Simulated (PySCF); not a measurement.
# Dipole moment and polarisability of `COC/C(C)=C\Cl`

Compound: C5H9ClO.
Geometry (GFN2-xTB, Å), atoms numbered from 1 in this order:
```
atom  x, y, z in Å
C1     2.0189    0.6457   -0.0028
O2     1.2206    0.2679   -1.0971
C3     0.3122   -0.7706   -0.7958
C4    -0.8070   -0.3138    0.1101
C5    -1.6704    0.7707   -0.4557
C6    -1.0133   -0.7920    1.3289
Cl7   -0.0664   -2.0330    2.0641
H8     2.6958    1.4160   -0.3673
H9     1.4146    1.0470    0.8190
H10    2.6016   -0.2043    0.3721
H11    0.8431   -1.6222   -0.3502
H12   -0.1035   -1.0725   -1.7618
H13   -2.3285    1.1942    0.2977
H14   -1.0367    1.5533   -0.8689
H15   -2.2747    0.3707   -1.2692
H16   -1.8139   -0.4482    1.9655
```

Level: PBE0/def2-SVPD (PySCF), static field, nuclei fixed, core orbitals frozen in the response. The polarisability tensor in these axes (au):

```
x    77.43  -2.82   0.20
y    -2.82  77.68 -14.60
z     0.20 -14.60  85.35
```

What are the eigenvalues, a third of the trace, and Δα (Δα² = ½Σ(αi − αj)² over the three pairs)?

Principal values 66.02, 77.64 and 96.79 au; mean 80.15 au = 11.88 Å³ = 13.22 × 10⁻⁴⁰ C²·m²/J; Δα = 26.91 au (34 % of the mean).

What is the dipole moment, and where does it point?

(-0.85, 0.82, 0.07) D, 1.18 D in size, pointing from the negative to the positive side. Measured along this direction, the outermost atoms are H10 at the negative end and H13 at the positive end.

Give the principal axes and the span of the nuclei along them.

Largest value along (0.10, -0.61, 0.78), where the nuclei span 4.59 Å; middle along (0.98, -0.09, -0.19), 5.02 Å; least along (0.18, 0.79, 0.59), 3.47 Å. The strongest response doesn't lie along the longest of the three spans.

Orientational against electronic polarisability at 350 K (dilute gas, rigid molecules)?

In Gaussian units μ²/3kT = 9.55 Å³ against 11.88 Å³, a ratio of 0.80; the Debye molar polarisation (4π/3)N_A(α + μ²/3kT) is 54.1 cm³/mol, leaving out the vibrational part.

In TDDFT the mean static polarisability is Σ f/ω² over all singlet excitations (ω in hartree). How much of it do the 6 lowest give? Their energies (eV) and oscillator strengths: 6.02, 0.0017; 6.48, 0.2937; 6.60, 0.0008; 6.81, 0.0052; 7.17, 0.0132; 7.29, 0.0012.

They add up to 5.51 au, 6.9 % of the 80.15 au; the largest single term is 5.17 au, from the state at 6.48 eV. Terms in order: 0.03, 5.17, 0.01, 0.08, 0.19, 0.02 au. Higher excitations give the rest. The strengths listed sum to 0.316.

What depolarisation ratio follows for Rayleigh scattering of linearly polarised light, taking the static tensor?

ρ = 3Δα²/(45ᾱ² + 4Δα²) = 2172.8/(289095 + 2897.0) = 0.00744.

Refractivity n − 1 of an ideal gas of it at 298.15 K and 1 atm, from the electronic α?

N = p/kT = 2.4615 × 10¹⁹ cm⁻³, so n − 1 = 2π × N × 11.88 × 10⁻²⁴ cm³ = 1837 × 10⁻⁶ at long wavelengths.

The structure is a single GFN2-xTB conformer in the gas phase; no vibrational or solvent corrections.

The run behind these numbers computed excited states as well. On an Intel Xeon Platinum 8488C with one thread, no GPU (shared host), this took 42 s and 0.86 GiB of memory at its peak.
